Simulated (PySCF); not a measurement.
# Two-component Hartree-Fock for Lu(2+) (lutetium, charge +2)

Start: [Xe] 4f14 6p1; 6p3/2 filled at m_j = +3/2. Calculated with PySCF 2.14 in x2c-SVPall-2c with one added diffuse shell each of s, p, d type (8s11p10d2f1g, 114 functions): generalised Hartree-Fock with the X2C-1e Hamiltonian and a Gaussian nucleus; spin-orbit coupling (SO) screened by Boettger's factors. This is a chosen level, not necessarily the ground level.

```csv
spinor shell,electrons,"ε, screened SO (eV)",weight of nominal j (screened SO),"rms radius, screened SO (bohr)"
1s1/2,2,-63648.1,1.000,0.0219
2s1/2,2,-10982.9,1.000,0.0885
2p1/2,2,-10464.7,1.000,0.0754
2p3/2,4,-9341.2,1.000,0.0825
3s1/2,2,-2561.5,1.000,0.227
3p1/2,2,-2332.2,1.000,0.218
3p3/2,4,-2088.0,1.000,0.232
3d3/2,4,-1702.8,1.000,0.206
3d5/2,6,-1650.1,1.000,0.210
4s1/2,2,-554.42,1.000,0.509
4p1/2,2,-459.65,1.000,0.520
4p3/2,4,-403.62,1.000,0.552
4d3/2,4,-247.20,1.000,0.584
4d5/2,6,-236.68,1.000,0.598
5s1/2,2,-92.383,1.000,1.26
5p1/2,2,-62.950,1.000,1.40
5p3/2,4,-55.501,1.000,1.51
4f5/2,6,-42.177,1.000,0.791
4f7/2,8,-40.628,1.000,0.801
6p3/2,1,-14.797,1.000,4.27
```

```csv
quantity,screened SO
E (hartree),-14565.29666
M_J,3/2
⟨J²⟩,3.750
⟨L²⟩,2.106
⟨S²⟩,0.856
```

Each row is a mean over spinors that exchange with the open shell spreads, by up to 0.335 eV (5p3/2).

Breit and QED terms are absent; they matter most for the inner s and p1/2 levels.

Densities and radii are taken from the X2C orbitals without a picture-change correction, which distorts them close to the nucleus.
